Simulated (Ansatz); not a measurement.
`C[SiH]([SiH3])[AsH2]` + `[OH][Sn][O][SiH3]` → `[SiH3][O][Sn][O][SiH3]` + `C[SiH2][AsH2]`  (cleavage of the Si–Si bond)

Calculated with Ansatz (gas phase, PBE0-D4/def2-TZVP geometries, no zero-point term in ΔE). CCSD(T)/CBS adds triple-zeta CCSD(T) − MP2 to the extrapolated MP2 energy (def2 sets, frozen cores). DFT in def2-TZVPP. Elements past krypton have def2 core potentials. For As, Sn outer-core shells are correlated without core-valence functions, which leaves a few kJ/mol of doubt a bond. Scalar relativity is left out up to krypton. One conformer a species, not always the lowest.

`C[SiH]([SiH3])[AsH2]`:

```xyz
13

C    -0.662    1.355    1.247
Si   -0.218   -0.339    0.569
Si   -0.587   -0.486   -1.733
As    2.053   -0.797    1.088
H    -0.467    1.404    2.321
H    -0.075    2.134    0.757
H    -1.720    1.571    1.081
H    -1.018   -1.387    1.266
H     0.266    0.514   -2.433
H    -2.008   -0.221   -2.099
H    -0.220   -1.843   -2.223
H     2.094   -2.019    0.181
H     2.563    0.116   -0.021
```

`[OH][Sn][O][SiH3]`:

Z-matrix (Å, degrees):
```
Si
O 1 1.628
H 1 1.488 2 110.6
H 1 1.488 2 110.7 3 -120.9
H 1 1.497 2 111.3 3 119.6
Sn 2 1.989 1 141.7 3 -121.2
O 6 1.971 2 97.6 1 -0.0
H 7 0.963 6 116.4 2 0.2
```

`[SiH3][O][Sn][O][SiH3]`:

Z-matrix (Å, degrees):
```
Si
O 1 1.633
H 1 1.490 2 111.2
H 1 1.488 2 110.7 3 -120.6
H 1 1.488 2 109.5 3 119.6
Sn 2 1.972 1 147.5 3 28.0
O 6 1.972 2 98.4 1 9.8
Si 7 1.633 6 148.4 2 10.1
H 8 1.488 7 109.5 6 146.6
H 8 1.488 7 110.7 6 -93.6
H 8 1.490 7 111.2 6 27.0
```

`C[SiH2][AsH2]`:

Cartesian coordinates in Å:
```
C -0.219 0.862 1.266
Si 0.651 -0.194 -0.011
As -0.615 -0.210 -2.012
H 0.370 0.920 2.184
H -1.197 0.443 1.515
H -0.369 1.878 0.892
H 0.870 -1.569 0.517
H 1.981 0.387 -0.345
H 0.185 -1.369 -2.590
H -1.657 -1.148 -1.416
```

```tsv
level	ΔE (kJ/mol)
PBE-D4	-69.7
B2PLYP	-101.8
PBE0	-79.5
MP2/def2-TZVPP	-103.6
SCS-MP2/def2-TZVPP	-109.7
CCSD/def2-TZVPP	-103.0
HF/def2-QZVPP	-132.0
CCSD/CBS(def2)	-102.9
```

Problem. What does CCSD(T)/CBS give? (Estimate.)

Solution. Computed: -98.1 kJ/mol. The listed levels differ from it by 28.4, -3.7, 18.6, -5.5, -11.6, -4.9, -33.9, -4.8 kJ/mol.

Largest T1 diagnostic among the species: 0.016.

In def2-TZVPP, CCSD(T) changes the Hartree–Fock value by +31.2 kJ/mol (the triples alone add +4.8 kJ/mol) and MP2 by +25.8 kJ/mol. From PBE to PBE0 (25 % exact exchange), in def2-TZVPP and without D4, ΔE moves by −10.1 kJ/mol.
